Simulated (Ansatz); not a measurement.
Cartesian coordinates in Å:
```
C 1.167 1.215 2.133
C 0.600 0.631 0.890
C -0.221 -0.481 0.908
C -0.699 -1.007 -0.291
C -1.587 -2.262 -0.213
F -2.679 -1.999 0.510
F -1.960 -2.673 -1.408
F -0.925 -3.252 0.394
O -0.469 -0.561 -1.430
Ti 0.548 1.125 -2.074
F 1.295 0.022 -3.199
Cl 1.878 2.854 -2.458
Cl -1.372 1.969 -2.702
O 0.931 1.229 -0.198
H 2.258 1.216 2.061
H 0.857 0.669 3.021
H 0.854 2.259 2.212
H -0.476 -0.954 1.844
```

The species carries charge 0 and has multiplicity 1.

**Question.** List the ωB97M-V/def2-TZVPP orbital energies in eV (Ansatz 0.2.0). (Estimate.)

**Answer.** Computed: Occupied: -4882.79, -2771.95, -2771.46, -679.29, -679.29, -679.26, -677.70, -551.48, -527.82, -527.81, -459.99, -459.99, -459.98, -289.10, -285.62, -285.51, -282.53, -282.51, -262.36, -261.88, -199.78, -199.73, -199.72, -199.30, -199.25, -199.24, -71.75, -47.28, -47.00, -46.93, -40.37, -37.94, -37.87, -35.08, -33.90, -33.27, -26.37, -25.32, -24.97, -24.84, -23.79, -21.64, -20.30, -20.16, -19.71, -19.04, -18.13, -17.26, -16.89, -16.67, -16.59, -15.94, -15.70, -15.68, -15.56, -15.38, -15.17, -15.00, -14.98, -14.76, -14.61, -14.08, -13.24, -13.02, -12.80, -12.27, -12.01, -11.46, -11.25, -11.08, -10.49. Lowest empty: -1.37, -0.92, -0.82, -0.11, 0.00, 0.95, 1.26, 2.49.
